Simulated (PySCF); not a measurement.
**Relaxation of singlet VSCl₃**

All numbers come from PySCF, PBE0, basis V def2-SVP, S def2-SVP, Cl def2-SVP (no relativity, density fitting). A (50,194) grid was used.

A hand-made square planar start, of C2v symmetry, held to at least that symmetry:

Coordinates in bohr (charge 0 multiplicity 1):
```
V     0.0000   -0.1571    0.0000
S     0.0000   -4.0499    0.0000
Cl    4.4031   -0.1571    0.0000
Cl    0.0000    4.2460    0.0000
Cl   -4.4031   -0.1571    0.0000
```

Question: What forces act on the atoms at the start (eV/Å)?

Answer: 
| atom | Fx | Fy | Fz |
| --- | --- | --- | --- |
| V1 | 0.00 | -1.13 | 0.00 |
| S2 | 0.00 | 1.48 | 0.00 |
| Cl3 | -1.24 | 0.46 | 0.00 |
| Cl4 | 0.00 | -1.27 | 0.00 |
| Cl5 | 1.24 | 0.46 | 0.00 |

Question: What does it relax to?

Answer: It ends at C2v with V–Cl 2.211 Å (×2), V–Cl 2.276 Å, V–S 2.003 Å; Cl–V–Cl 84.9° (×2), Cl–V–Cl 169.8°, Cl–V–S 95.1° (×2), Cl–V–S 180.0°. A frequency run shows 2 imaginary modes, down to 154i cm⁻¹, so it is a higher-order saddle point. Other isomers or separated fragments may lie lower.

Question: How much energy is released, and in how many steps?

Answer: 33.5 kJ/mol in 6 steps.

The relaxation took about 50 core-seconds on a shared host.
